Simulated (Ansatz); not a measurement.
A nudged elastic band was laid between two geometries of C5H6ClN (13 atoms, charge 0, multiplicity 1).

The calculation used RKS B3LYP/def2-SVP in Ansatz.

```yaml
movable_images: 5
climbing_image: yes
spring: 5.0 eV/Å²
optimiser: quadratic models (default)
start_path: through a guess of the saddle point
force_threshold: 0.05 eV/Å
iteration_limit: 60
end_points: relaxed
```

Image 0:

```xyz
13
Properties=species:S:1:pos:R:3
C -0.173 -2.445 -1.253
C -0.456 -1.547 -0.491
C -0.767 -0.456 0.427
Cl -2.507 0.094 0.137
C 0.186 0.716 0.311
C 0.840 1.151 1.407
N 0.275 1.273 -0.949
H 0.073 -3.252 -1.918
H -0.760 -0.823 1.461
H 0.658 0.700 2.382
H 1.552 1.979 1.355
H 1.050 1.904 -1.118
H 0.052 0.672 -1.734
```

Image 6:

```xyz
13
Properties=species:S:1:pos:R:3
C -0.105 -2.587 -1.104
C -0.415 -1.608 -0.461
C -0.765 -0.449 0.348
Cl -2.439 0.166 -0.175
C 0.232 0.689 0.271
C 0.913 1.053 1.376
N 0.410 1.210 -0.999
H 0.170 -3.449 -1.681
H -0.902 -0.743 1.396
H 0.760 0.538 2.324
H 1.660 1.850 1.348
H 0.927 2.081 -1.049
H -0.426 1.214 -1.578
```

Task: Which bonds break or form, and what moves?

Result: No bond is made or broken. The height of N7 over the plane of its neighbours goes from 0.23 to -0.27 Å.

Task: What energy profile does the band end with?

Result: It converged. The highest image is number 3 of 0 to 6, 0.012 eV above the first end and 0.050 eV above the last; the last end lies 0.039 eV below the first. A vibrational analysis at the climbing image gives one clearly imaginary mode, 336i cm⁻¹: a first-order saddle point.

```tsv
image	path coordinate (Å)	energy (eV)	height of N7 over the plane of its neighbours (Å)
0	0.00	0.000	0.23
1	0.17	0.001	0.22
2	0.34	0.005	0.18
3	0.51	0.012	0.06
4	0.73	-0.016	-0.16
5	0.96	-0.037	-0.26
6	1.19	-0.039	-0.27
```

Task: What is the geometry of the highest image?

Result: 
```xyz
13
Properties=species:S:1:pos:R:3
C -0.127 -2.501 -1.174
C -0.433 -1.563 -0.472
C -0.774 -0.443 0.395
Cl -2.489 0.127 -0.020
C 0.199 0.714 0.304
C 0.885 1.092 1.404
N 0.308 1.280 -0.940
H 0.139 -3.331 -1.801
H -0.840 -0.775 1.439
H 0.720 0.594 2.360
H 1.619 1.900 1.370
H 1.012 1.978 -1.127
H -0.199 0.893 -1.723
```

Task: What are the harmonic wavenumbers there?

Result: 336i, 57, 143, 186, 208, 345, 375, 403, 454, 538, 641, 703, 705, 709, 732, 798, 883, 988, 1026, 1092, 1181, 1285, 1391, 1436, 1610, 1710, 2224, 3129, 3157, 3259, 3469, 3616, 3741 cm⁻¹.

The band took 8 iterations and about 7 core-minutes.

The run took 3.5 min on 2 threads of Arm Neoverse V1, on a shared host, peak memory 0.38 GiB.
